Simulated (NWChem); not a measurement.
Program: NWChem. System: H4SSi2, charge 0, spin multiplicity 1, at a geometry optimised with PBE/def2-SVP. The structure started from a generated list of species. Level: G0W0@PBE0/def2-TZVP, RI basis def2-tzvp-rifit.

The NWChem input:

```
start mol
memory heap 200 mb stack 700 mb global 1700 mb
geometry units angstroms nocenter noautoz
  Si    -0.611288    -0.954159     0.000000
  S     -1.238161     1.103777     0.000000
  H     -2.592612     0.892921     0.000000
  Si     1.726243    -0.320031     0.000000
  H      2.022856     1.159985     0.000000
  H      2.385484    -0.937345    -1.211189
  H      2.385484    -0.937345     1.211189
  symmetry group Cs
end
basis spherical
  * library def2-tzvp
end
basis "ri basis" bse spherical
  * library def2-tzvp-rifit
end
dft
  xc pbe0
  iterations 100
  direct
  tolerances tight
end
task dft energy
gw
  states alpha occ 4 vir 2
end
task dft gw
```

Output (cleaned and shortened):

```
             Northwest Computational Chemistry Package (NWChem) 7.3.0
             --------------------------------------------------------

                                NWChem Input Module
                                -------------------

 Scaling coordinates for geometry "geometry" by  1.889725989
 (inverse scale =  0.529177249)

 Turning off AUTOSYM since
 SYMMETRY directive was detected!

                             Geometry "geometry" -> ""
                             -------------------------

 Output coordinates in angstroms (scale by  1.889725989 to convert to a.u.)

  No.       Tag          Charge          X              Y              Z
 ---- ---------------- ---------- -------------- -------------- --------------
    1 Si                  14.0000    -0.61128800    -0.95415900     0.00000000
    2 S                   16.0000    -1.23816100     1.10377700     0.00000000
    3 H                    1.0000    -2.59261200     0.89292100     0.00000000
    4 Si                  14.0000     1.72624300    -0.32003100     0.00000000
    5 H                    1.0000     2.02285600     1.15998500     0.00000000
    6 H                    1.0000     2.38548400    -0.93734500    -1.21118900
    7 H                    1.0000     2.38548400    -0.93734500     1.21118900

 Effective nuclear repulsion energy (a.u.)     173.4879468497

            Nuclear Dipole moment (a.u.)
            ----------------------------
        X                 Y               Z
 ---------------- ---------------- ----------------
     0.0000113384    -0.0000226767     0.0000000000

      Symmetry information
      --------------------

 Group name             Cs
 Group number              2
 Group order               2
 No. of unique centers     6

      Symmetry unique atoms

     1    2    3    4    5    6


 Summary of "ao basis" -> "" (spherical)
 ------------------------------------------------------------------------------
       Tag                 Description            Shells   Functions and Types
 ---------------- ------------------------------  ------  ---------------------
 *                         def2-tzvp                  on all atoms

 new library libraries.bse/

 Summary of "ri basis" -> "" (spherical)
 ------------------------------------------------------------------------------
       Tag                 Description            Shells   Functions and Types
 ---------------- ------------------------------  ------  ---------------------
 *                      def2-tzvp-rifit               on all atoms

                                 NWChem DFT Module
                                 -----------------

 Summary of "ao basis" -> "ao basis" (spherical)
 ------------------------------------------------------------------------------
       Tag                 Description            Shells   Functions and Types
 ---------------- ------------------------------  ------  ---------------------
 Si                        def2-tzvp                13       37   5s5p2d1f
 S                         def2-tzvp                13       37   5s5p2d1f
 H                         def2-tzvp                 4        6   3s1p

 Summary of "ao basis" -> "ao basis" (spherical)
 ------------------------------------------------------------------------------
       Tag                 Description            Shells   Functions and Types
 ---------------- ------------------------------  ------  ---------------------
 Si                        def2-tzvp                13       37   5s5p2d1f
 S                         def2-tzvp                13       37   5s5p2d1f
 H                         def2-tzvp                 4        6   3s1p

      Symmetry analysis of basis
      --------------------------

        a'         91
        a"         44

            General Information
            -------------------
          SCF calculation type: DFT
          Wavefunction type:  closed shell.
          No. of atoms     :     7
          No. of electrons :    48
           Alpha electrons :    24
            Beta electrons :    24
          Charge           :     0
          Spin multiplicity:     1
          Use of symmetry is: on ; symmetry adaption is: on
          Maximum number of iterations: 100
          This is a Direct SCF calculation.
          AO basis - number of functions:   135
                     number of shells:    55
          Convergence on energy requested:  1.00D-06
          Convergence on density requested:  1.00D-05
          Convergence on gradient requested:  5.00D-04

              XC Information
              --------------
                         PBE0 Method XC Functional
                     Hartree-Fock (Exact) Exchange  0.250
          PerdewBurkeErnzerhof Exchange Functional  0.750
            Perdew 1991 LDA Correlation Functional  1.000 local
           PerdewBurkeErnz. Correlation Functional  1.000 non-local

             Grid Information
             ----------------
          Grid used for XC integration:  medium
          Radial quadrature: Mura-Knowles
          Angular quadrature: Lebedev.
          Tag              B.-S. Rad. Rad. Pts. Rad. Cut. Ang. Pts.
          ---              ---------- --------- --------- ---------
          Si                  1.10       88          12.0       590
          S                   1.00       88          12.0       590
          H                   0.35       45          13.0       434
          Grid pruning is: on
          Number of quadrature shells:   399
          Spatial weights used:  Erf1

          Convergence Information
          -----------------------
[...]
 HOMO         =      -0.207372
 LUMO         =      -0.070490

      Symmetry analysis of molecular orbitals - initial
      -------------------------------------------------

  Numbering of irreducible representations:

     1 a'          2 a"

  Orbital symmetries:

     1 a'          2 a'          3 a'          4 a'          5 a'
     6 a'          7 a"          8 a'          9 a'         10 a'
    11 a"         12 a'         13 a'         14 a'         15 a"
    16 a'         17 a'         18 a'         19 a'         20 a"
    21 a'         22 a"         23 a'         24 a'         25 a"
    26 a'         27 a'         28 a'         29 a"         30 a'
    31 a'         32 a'         33 a'         34 a"

   convergence    iter        energy       DeltaE   RMS-Dens  Diis-err    time
 ---------------- ----- ----------------- --------- --------- ---------  ------
 d= 0,ls=0.0,diis     1   -979.1654479492 -1.15D+03  5.22D-03  7.25D-01     2.8
 d= 0,ls=0.0,diis     2   -979.1780041837 -1.26D-02  4.18D-03  1.47D-01     4.9
 d= 0,ls=0.0,diis     3   -979.1815058534 -3.50D-03  2.03D-03  1.35D-01     6.9
 d= 0,ls=0.0,diis     4   -979.2047820115 -2.33D-02  2.50D-04  1.25D-03     9.0
 d= 0,ls=0.0,diis     5   -979.2049625461 -1.81D-04  6.74D-05  9.28D-05    11.1
 d= 0,ls=0.0,diis     6   -979.2049767020 -1.42D-05  2.03D-05  6.96D-06    13.1
 d= 0,ls=0.0,diis     7   -979.2049779863 -1.28D-06  3.84D-06  4.03D-07    15.2
 d= 0,ls=0.0,diis     8   -979.2049780393 -5.30D-08  1.05D-06  2.21D-08    17.2

         Total DFT energy =     -979.204978039300
      One electron energy =    -1700.774151199566
           Coulomb energy =      616.625390030845
    Exchange-Corr. energy =      -68.544163720304
 Nuclear repulsion energy =      173.487946849725

 Numeric. integr. density =       48.000010053449

     Total iterative time =     16.6s

                  Occupations of the irreducible representations
                  ----------------------------------------------

                     irrep           alpha         beta
                     --------     --------     --------
                     a'               19.0         19.0
                     a"                5.0          5.0

                       DFT Final Molecular Orbital Analysis
                       ------------------------------------

 Vector   22  Occ=2.000000D+00  E=-3.190597D-01  Symmetry=a'
              MO Center= -5.9D-02, -1.2D-01, -7.9D-15, r^2= 4.3D+00
   Bfn.  Coefficient  Atom+Function         Bfn.  Coefficient  Atom+Function
  ----- ------------  ---------------      ----- ------------  ---------------
    53      0.332882  2 S  py                95     -0.208943  4 Si px
    15      0.202764  1 Si px                56      0.198565  2 S  py
     4      0.188926  1 Si s                  5      0.185107  1 Si s
    16     -0.174282  1 Si py                50      0.150710  2 S  py
    44     -0.126257  2 S  py                 3     -0.110553  1 Si s

 Vector   23  Occ=2.000000D+00  E=-3.082492D-01  Symmetry=a"
              MO Center= -1.1D+00,  7.7D-01, -9.9D-16, r^2= 2.4D+00
   Bfn.  Coefficient  Atom+Function         Bfn.  Coefficient  Atom+Function
  ----- ------------  ---------------      ----- ------------  ---------------
    54      0.481975  2 S  pz                57      0.319451  2 S  pz
    51      0.211338  2 S  pz                45     -0.178209  2 S  pz
    17      0.153476  1 Si pz                48     -0.081483  2 S  pz
    20      0.078617  1 Si pz                 8     -0.053769  1 Si pz
   125      0.048516  6 H  s                131     -0.048516  7 H  s

 Vector   24  Occ=2.000000D+00  E=-2.415394D-01  Symmetry=a'
              MO Center= -3.3D-01, -7.1D-01,  1.3D-16, r^2= 3.9D+00
   Bfn.  Coefficient  Atom+Function         Bfn.  Coefficient  Atom+Function
  ----- ------------  ---------------      ----- ------------  ---------------
     5      0.405242  1 Si s                 15     -0.275032  1 Si px
     4      0.259396  1 Si s                 95      0.247229  4 Si px
    16     -0.230754  1 Si py                53      0.168634  2 S  py
    18     -0.165482  1 Si px                 3     -0.157749  1 Si s
    56      0.156406  2 S  py                85     -0.146857  4 Si s

 Vector   25  Occ=0.000000D+00  E=-1.029056D-01  Symmetry=a"
              MO Center= -5.0D-01, -6.7D-01,  2.1D-15, r^2= 3.6D+00
   Bfn.  Coefficient  Atom+Function         Bfn.  Coefficient  Atom+Function
  ----- ------------  ---------------      ----- ------------  ---------------
    20      0.480262  1 Si pz                17      0.465047  1 Si pz
    57     -0.271113  2 S  pz                54     -0.209434  2 S  pz
     8     -0.150544  1 Si pz                14      0.142275  1 Si pz
    51     -0.106830  2 S  pz               126      0.102789  6 H  s
   132     -0.102789  7 H  s                 45      0.080492  2 S  pz

 Vector   26  Occ=0.000000D+00  E=-1.663927D-02  Symmetry=a'
              MO Center= -3.5D-01, -4.5D-01,  9.2D-15, r^2= 6.1D+00
   Bfn.  Coefficient  Atom+Function         Bfn.  Coefficient  Atom+Function
  ----- ------------  ---------------      ----- ------------  ---------------
    18      0.671239  1 Si px                42      0.628364  2 S  s
    85     -0.542932  4 Si s                120      0.441582  5 H  s
    98      0.423789  4 Si px                77     -0.362088  3 H  s
    56     -0.323201  2 S  py                99     -0.312449  4 Si py
    19     -0.280217  1 Si py                15      0.246088  1 Si px

 Vector   27  Occ=0.000000D+00  E= 9.226714D-03  Symmetry=a'
              MO Center= -8.5D-01,  9.0D-02, -1.9D-14, r^2= 6.7D+00
   Bfn.  Coefficient  Atom+Function         Bfn.  Coefficient  Atom+Function
  ----- ------------  ---------------      ----- ------------  ---------------
     5      0.979549  1 Si s                 77     -0.944376  3 H  s
    55     -0.814539  2 S  px                19      0.735713  1 Si py
    98      0.563240  4 Si px               120     -0.391361  5 H  s
    56      0.362971  2 S  py                18      0.345875  1 Si px
    99      0.319124  4 Si py                16      0.258902  1 Si py

 center of mass
 --------------
 x =  -0.08547724 y =  -0.00366363 z =   0.00000000

 moments of inertia (a.u.)
 ------------------
         264.886034011710         168.968533066113           0.000000000000
         168.968533066113         599.848593176709           0.000000000000
           0.000000000000           0.000000000000         843.615954175250

     Multipole analysis of the density
     ---------------------------------

     L   x y z        total         alpha         beta         nuclear
     -   - - -        -----         -----         ----         -------
     0   0 0 0     -0.000000    -24.000000    -24.000000     48.000000

     1   1 0 0     -0.406879     -0.203445     -0.203445      0.000011
     1   0 1 0     -0.082547     -0.041262     -0.041262     -0.000023
     1   0 0 1      0.000000      0.000000      0.000000      0.000000

     2   2 0 0    -30.439813   -182.477068   -182.477068    334.514323
     2   1 1 0     -1.052307     45.675581     45.675581    -92.403470
     2   1 0 1     -0.000000     -0.000000     -0.000000      0.000000
     2   0 2 0    -33.113544    -83.644629    -83.644629    134.175715
     2   0 1 1     -0.000000     -0.000000     -0.000000      0.000000
     2   0 0 2    -31.130446    -20.803899    -20.803899     10.477351

 Task  times  cpu:       17.2s     wall:       17.2s

                                NWChem Input Module
                                -------------------

                                 NWChem GW Module
                                 ----------------

                             ***********************
                             ***        GW       ***
                             ***********************

 Summary of "ri basis" -> "ri basis" (spherical)
 ------------------------------------------------------------------------------
       Tag                 Description            Shells   Functions and Types
 ---------------- ------------------------------  ------  ---------------------
 Si                     def2-tzvp-rifit             29      113   9s7p6d5f2g
 S                      def2-tzvp-rifit             29      113   9s7p6d5f2g
 H                      def2-tzvp-rifit              7       15   4s2p1d

                 Memory Information
                 ------------------
          Available GA per process is          1699.9 MBs
          Available stack per process is        700.0 MBs
          Available heap per process is           0.0 MBs

          Peak memory in Initialization
              Peak GA per process is                 12.0 MBs
              Peak stack per process is               0.2 MBs
              Peak heap per process is               12.6 MBs
              Memory not in MA per process            0.0 MBs

          Peak memory in AFF Calculation
              Peak GA per process is                 72.8 MBs
              Peak stack per process is              54.1 MBs
              Peak heap per process is                0.0 MBs
              Memory not in MA per process           54.1 MBs

          Computing 2-center integrals
          Computing Inverse Cholesky factor
          Computing 3-center integrals
          Computing V_xc ...

          Computing Sigma_x
          Computing RPA polarizability
          Solving quasiparticle equations

                  Alpha Orbitals
          State     Energy (eV)     Error (eV)
          -----------------------------------
@GW        21        -11.680           0.005
@GW        22        -10.428           0.004
@GW        23        -10.029           0.004
@GW        24         -8.318           0.004
@GW        25         -0.988           0.004
@GW        26          1.275           0.004

   Applying  -1.7452 eV scissor-shift to rest of particle states

   Applying   1.8127 eV scissor-shift to rest of hole states

     GW Timing Statistics
   ------------------------
   Init.   :          0.1s
     ERIs  :          1.4s
     Distr.:          0.0s
     Vxc   :          1.9s
   Sigma_x :          0.0s
   RPA     :          4.1s
   Wmn     :          0.1s
   Sigma_c :          0.0s
   GW total:          7.6s

 Task  times  cpu:        7.6s     wall:        7.6s

 Total times  cpu:       24.9s     wall:       24.9s
```
